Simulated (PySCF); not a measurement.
# How methods differ on the ionisation energy of Tc²¹⁺

Tc²¹⁺ [Ar] 3d4 (5D) → Tc²²⁺ [Ar] 3d3 (4F), as a difference of total energies. All numbers are calculated (PySCF 2.14, scalar relativity by spin-free X2C-1e, in an uncontracted even-tempered set (19 s from 2.2 bohr⁻², ratio 2.5; 12 p from 2.9 bohr⁻², ratio 2.5; 8 d from 2.9 bohr⁻², ratio 2.5; 4 f from 11 bohr⁻², ratio 2.7; 3 g from 17 bohr⁻², ratio 2.7)). Correlated levels: outer shells: [Ne] frozen; virtual orbitals above 40 to 60 times the deepest correlated orbital energy dropped. The calculations carry no spin-orbit coupling.

| method | ionisation energy (eV) |
| --- | --- |
| UHF | 967.80 |
| LDA | 968.56 |
| PBE | 967.76 |
| PBE0 | 968.22 |
| r2SCAN | 967.66 |
| MN15 | 969.15 |
| B3LYP | 968.15 |
| MP2 (outer shells) | 968.54 |
| SCS-MP2 (outer shells) | 968.09 |

Problem. How much does correlation contribute at MP2 (outer shells)?

Solution. 968.54 − (967.80) = 0.74 eV, measured against UHF.

A first-order spin-orbit estimate (lowest level to lowest level, LS coupling) adds -1.064 eV.

Breit and QED terms and the two-electron picture change are absent.

For comparison: 968 ± 4 eV (theoretical estimate listed by NIST; NIST Atomic Spectra Database, ionization energies).
